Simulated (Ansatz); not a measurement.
`NB(F)Cl` + `[OH][GeH3]` → `NB(Cl)[O][GeH3]` + H–F at 400 K and 1 bar (ligand exchange at a B–F bond).

Calculated with Ansatz (gas phase, PBE0-D4/def2-TZVP geometries, no zero-point term in ΔE). CBS: MP2 limit from def2 TZ/QZ plus the TZ coupled-cluster correction, frozen cores. This one scheme is used for every species. For Ge outer-core shells are correlated without core-valence functions, which leaves a few kJ/mol of doubt a bond. Scalar relativity is left out up to krypton. Each species was taken in one conformer, which may not be the lowest.

```tsv
species	CCSD(T)/CBS energy (Eh)	H − E (kJ/mol)	S (J/(mol·K))
`NB(F)Cl`	-640.42619	114.7	310.5
`[OH][GeH3]`	-2153.69723	116.2	291.7
`NB(Cl)[O][GeH3]`	-2693.72389	194.6	408.2
H–F	-100.39570	36.5	182.2
```

H − E and S are ideal-gas, rigid-rotor, harmonic terms from PBE0-D4/def2-TZVP, for one conformer and one mirror image of each species. 1 Eh = 2625.50 kJ/mol, R = 8.31446 J/(mol·K).

Question: By hand: ΔE, ΔH, ΔS and ΔG.

Answer: ΔE = (-2693.72389) + (-100.39570) − (-640.42619) − (-2153.69723) = 0.00383 Eh = 10.1 kJ/mol. Δ(H − E) = 194.6 + 36.5 − 114.7 − 116.2 = 0.2, so ΔH = 10.3 kJ/mol. ΔS = 408.2 + 182.2 − 310.5 − 291.7 = -11.8 J/(mol·K). ΔG = 10.3 − 400 × (-11.8)/1000 = 15.0 kJ/mol.

Question: By hand: the equilibrium constant, and the temperature at which ΔG would vanish if ΔH and ΔS stayed fixed.

Answer: log₁₀ K = −ΔG/(RT ln 10) = -2.0. ΔH and −TΔS have one sign here, so there is no such temperature.

TΔS isn't small against ΔH here. A doubt of 5 kJ/mol in ΔE shifts log₁₀ K by 0.7 here. Other conformers and mirror images would add mixing entropy, several J/(mol·K) or more a flexible species. Modes under 60 cm⁻¹, often nearly free rotors, make the harmonic entropy too high. These are equilibria of isolated gas molecules and say nothing of rates. Largest T1 diagnostic: 0.012 (customary marks: 0.02 for closed shells, 0.045 for open ones).

ΔS is within the doubt of such terms, so its sign, and with it that verdict, could turn.
